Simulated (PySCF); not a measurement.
## Telling isomers of C5H7NO2 apart by NMR

Calculated, not measured (PySCF): PBE0/pcSseg-1 with gauge-including orbitals, structure optimised with GFN2-xTB. One computed conformer, averaged over atoms made equivalent by symmetry, fast rotation or ring inversion, relativity neglected, no solvent.

δ = σ(ref) − σ, references computed at the same level: ¹H, ¹³C against TMS. Where no couplings were computed, multiplicities follow the n + 1 count of equivalent neighbours, and m marks all less simple cases (inequivalent or close neighbours, rings, F or P nearby). Acid and N–H amide carbonyl carbons lie up to 10 ppm further downfield in solution (hydrogen bonding). Shifts are as computed. Against solution values, carbons near 30 ppm lie about +3 ppm off and those near 130 ppm about +5 ppm (rms about the fit 2.1 ppm; single classes can miss by 10 ppm). Of 1328 compounds with measured shifts, 309 miss one by over three times the rms of a fit or turn the order of signals round; such compounds aren't used in these exercises. Signals without a measured value on file couldn't be tested in this way; 1H shifts scatter by 0.2 ppm about their fit, and single ones miss by 0.5 ppm. Groups on amide-type nitrogens are kept apart (slow C–N rotation). OH and NH positions are gas-phase values without hydrogen bonding to other molecules.

(1) Tabulate the signals of `C=C(C(C)=O)C(N)=O`, `C=CO/C=C\C(N)=O`, `CO[C@@]1(C)O[C@H]1C#N` and their relative energies.

(2) What is the quickest way to tell C=CO/C=C\C(N)=O from CO[C@@]1(C)O[C@H]1C#N?

(3) What is the quickest way to tell C=C(C(C)=O)C(N)=O from CO[C@@]1(C)O[C@H]1C#N?

(4) What is the quickest way to tell C=C(C(C)=O)C(N)=O from C=CO/C=C\C(N)=O?

Answers

(1) 
```tsv
SMILES	carbon types	δC	δH	E rel. (kcal/mol)
C=C(C(C)=O)C(N)=O	3×C 1×CH2 1×CH3	205.5, 164.1, 152.2, 142.7, 29.6	8.91 (br, 1H), 8.08 (br s, 1H), 6.95 (br s, 1H), 4.96 (br, 1H), 2.53 (s, 3H)	0.0
C=CO/C=C\C(N)=O	1×C 3×CH 1×CH2	164.8, 157.3, 154.7, 111.7, 99.7	6.63 (m, 1H), 6.61 (br, 1H), 6.57 (d, 1H), 5.09 (d, 1H), 5.03 (m, 1H), 4.73 (br, 1H), 4.68 (m, 1H)	25.2
CO[C@@]1(C)O[C@H]1C#N	2×C 1×CH 2×CH3	120.9, 85.6, 54.1, 46.6, 18.7	3.69 (s, 3H), 2.62 (s, 1H), 1.58 (s, 3H)	49.0
```

Energies are electronic energies at PBE0/pcSseg-1 on these geometries, without zero-point or thermal terms, each for the one conformer computed, which needn't be the lowest.

(2) Both give the same number of carbon signals, but DEPT or the intensities differ. The first has an alkene carbon bearing oxygen (CH) at 157.3 ppm, the second an epoxide ring carbon (C) at 85.6 ppm. Their most deshielded carbons lie at 164.8 and 120.9 ppm. In the proton spectra the most deshielded non-exchanging signals are 6.63 (m, 1H) and 3.69 (s, 3H).

(3) Both give the same number of carbon signals, but DEPT or the intensities differ. The first has a ketone carbonyl carbon (C) at 205.5 ppm, the second an epoxide ring carbon (CH) at 46.6 ppm. Their most deshielded carbons lie at 205.5 and 120.9 ppm. In the proton spectra the most deshielded non-exchanging signals are 8.08 (br s, 1H) and 3.69 (s, 3H).

(4) Both give the same number of carbon signals, but DEPT or the intensities differ. The first has a methyl carbon α to a carbonyl (CH3) at 29.6 ppm, the second an alkene carbon bearing oxygen (CH) at 157.3 ppm. Their most deshielded carbons lie at 205.5 and 164.8 ppm. In the proton spectra the most deshielded non-exchanging signals are 8.08 (br s, 1H) and 6.63 (m, 1H).
